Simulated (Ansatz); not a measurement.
`CBCC(O)=S` + `O[SiH2]F` → `CBO[SiH2]F` + `CC(O)=S`  (ligand exchange at a B–C bond)

Isolated molecules relaxed with PBE0-D4/def2-TZVP in Ansatz; ΔE leaves out vibrations. CCSD(T)/CBS adds triple-zeta CCSD(T) − MP2 to the extrapolated MP2 energy (def2 sets, frozen cores). DFT in def2-TZVPP. B3LYP here is the variant with VWN-RPA as its local correlation; programs differ in this. One conformer a species, not always the lowest.

| level | ΔE (kJ/mol) | difference from CCSD(T)/CBS |
| --- | --- | --- |
| PBE-D4 | -144.0 | 8.0 |
| r2SCAN-D4 | -151.1 | 0.9 |
| PBE0-D4 | -147.4 | 4.6 |
| B3LYP-D4 | -156.7 | -4.7 |
| ωB97X-V | -153.1 | -1.1 |
| ωB97M-V | -152.8 | -0.8 |
| B2PLYP | -158.7 | -6.7 |
| PBE | -145.9 | 6.1 |
| r2SCAN | -151.8 | 0.2 |
| PBE0 | -149.1 | 2.9 |
| B3LYP | -159.5 | -7.5 |
| HF/def2-TZVPP | -173.2 | -21.2 |
| MP2/def2-TZVPP | -152.7 | -0.7 |
| SCS-MP2/def2-TZVPP | -156.7 | -4.7 |
| CCSD/def2-TZVPP | -155.9 | -3.9 |
| CCSD(T)/def2-TZVPP | -153.9 | -1.9 |
| HF/def2-QZVPP | -173.7 | -21.7 |
| MP2/def2-QZVPP | -151.8 | 0.2 |
| SCS-MP2/def2-QZVPP | -156.0 | -4.0 |
| HF/CBS(def2) | -173.8 | -21.8 |
| MP2/CBS(def2) | -150.9 | 1.1 |
| CCSD/CBS(def2) | -154.1 | -2.1 |
| CCSD(T)/CBS | -152.0 | 0 |

Largest T1 diagnostic among the species: 0.017.

In def2-TZVPP, CCSD(T) changes the Hartree–Fock value by +19.3 kJ/mol (the triples alone add +2.0 kJ/mol) and MP2 by +20.5 kJ/mol. From PBE to PBE0 (25 % exact exchange), in def2-TZVPP and without D4, ΔE moves by −3.2 kJ/mol.
